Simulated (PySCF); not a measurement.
This PySCF input asks for the NMR shieldings of `[SiH3]CO[Si@H]1C[SiH2][SiH2][SiH2]1`, C₂H₁₄OSi₅; the geometry comes from GFN2-xTB.

```python
import basis_set_exchange as bse
import numpy as np
from pyscf import gto, dft
from pyscf.prop import nmr

atoms = """
Si   -3.879092   -0.148802   -0.108005
C    -2.322149   -1.230412   -0.334101
O    -1.271677   -0.839285    0.512315
Si   -0.180022    0.333963    0.251320
C     1.048634    0.095321    1.686603
Si    2.802207    0.756974    1.328878
Si    3.196356    0.274515   -0.910932
Si    1.015570    0.069983   -1.717585
H    -4.286893   -0.184593    1.294485
H    -3.573656    1.220571   -0.522434
H    -4.914557   -0.719683   -0.971163
H    -1.979668   -1.203175   -1.376137
H    -2.544626   -2.275578   -0.094884
H    -0.831276    1.653160    0.384724
H     1.120127   -0.969008    1.913525
H     0.659121    0.563620    2.588257
H     2.793106    2.203296    1.599831
H     3.716602    0.178217    2.324440
H     4.017536   -0.932715   -1.092849
H     3.992132    1.309940   -1.586281
H     0.663022    1.060908   -2.748686
H     0.748792   -1.197831   -2.422172
"""
names = dict.fromkeys(["Si", "C", "O", "H"], "pcSseg-1")
basis = {el: gto.basis.parse(bse.get_basis(n, elements=[el], fmt="nwchem")) for el, n in names.items()}
mol = gto.M(atom=atoms, basis=basis, charge=0, verbose=0)
mf = dft.RKS(mol, xc="PBE0")
mf.grids.level = 2
mf.grids.alignment = dft.numint.BLKSIZE   # the property module wants whole blocks of grid points
mf.conv_tol = 1e-9
mf.kernel()

calc = nmr.RKS(mf)   # GIAO
C = mf.mo_coeff
Co = C[:, mf.mo_occ > 0]
resp = mf.gen_response(singlet=True, hermi=2)
def vind(x):   # induced exchange potential for any number of trial vectors
    d = np.einsum("pi,xij,qj->xpq", C, 2 * x.reshape(-1, C.shape[1], Co.shape[1]), Co, optimize=True)
    return np.einsum("xpq,pi,qj->xij", resp(d - d.transpose(0, 2, 1)), C, Co, optimize=True).ravel()
mo1, _ = nmr.rhf.solve_mo1(calc, with_cphf=vind)
sigma = calc.kernel(mo1)
for i, s in enumerate(sigma):   # ppm
    print("%2d %-2s %9.2f" % (i, mol.atom_pure_symbol(i), np.trace(s) / 3))
```

**Question.** What does it print?

**Answer.** 
```
 0 Si    428.91
 1 C     131.79
 2 O     332.06
 3 Si    339.05
 4 C     188.66
 5 Si    426.01
 6 Si    472.26
 7 Si    491.32
 8 H      27.77
 9 H      27.59
10 H      28.05
11 H      27.94
12 H      27.45
13 H      25.96
14 H      31.66
15 H      30.79
16 H      27.85
17 H      27.46
18 H      28.16
19 H      28.30
20 H      28.58
21 H      28.19
```

These numbers come from an equivalent density-fitted implementation of the same equations, which agrees with the script to about 0.01 ppm for H and up to a few tenths of a ppm for heavy atoms, so last digits may differ.

**Question.** Turn these shieldings into chemical shifts. Chemical shifts δ = σref − σ; 29Si (σref 349.16) and 13C (σref 186.93) and 1H (σref 31.72) vs TMS; 17O (σref 336.08) vs H2O, all at this level.

**Answer.** Averaging equivalent atoms: Si 3: 10.1; Si 5: -76.9; Si 0: -79.8; Si 6: -123.1; Si 7: -142.2; C 1: 55.1; C 4: -1.7; O 2: 4.0; H 13: 5.76; H 12: 4.27; H 17: 4.26; H 8/9/10: 3.91; H 16: 3.87; H 11: 3.78; H 18: 3.55; H 21: 3.52; H 19: 3.42; H 20: 3.13; H 15: 0.92; H 14: 0.05 ppm. Experimental scales use liquid or dissolved standards, which lie at an offset from isolated H2O (liquid H2O: subtract about 36 ppm).

Size and cost of the density-fitted run: 241 basis functions, 110 s wall time on 1 thread of an Intel Xeon, shared host; peak memory 1.1 GiB.
